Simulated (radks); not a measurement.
Values are calculated unless marked as measured or tabulated.
Q: The thallium ion Tl+, [Hg]. Level of theory: non-relativistic Kohn-Sham, PBE, spin-polarised, spherical densities, point nucleus (a radial shooting solver on a logarithmic mesh with Libxc functionals). Every spin shell is full or empty, so the densities are truly spherical. Functionals are evaluated on that one density, not self-consistently. Rank these orbital-free kinetic functionals by their error against the exact value of the orbitals, and give that value: Thomas-Fermi, von Weizsacker, TF + vW/9, TF + vW/5, LC94, APBEK, revAPBEK, Thakkar, Pearson, LKT, PG1, DePristo-Kress, Ernzerhof.

A: Exact: 18960.9 hartree. From best to worst, with 100 (|E| - |E exact|)/|E exact| (equal figures are ties): LC94 +0.02, APBEK +0.05, revAPBEK +0.18, DePristo-Kress -0.20, Ernzerhof -0.47, TF + vW/9 -0.68, Thakkar -0.78, Pearson -0.83, TF + vW/5 +2.45, Thomas-Fermi -4.60, PG1 +12.34, LKT +15.84, von Weizsacker -64.75.
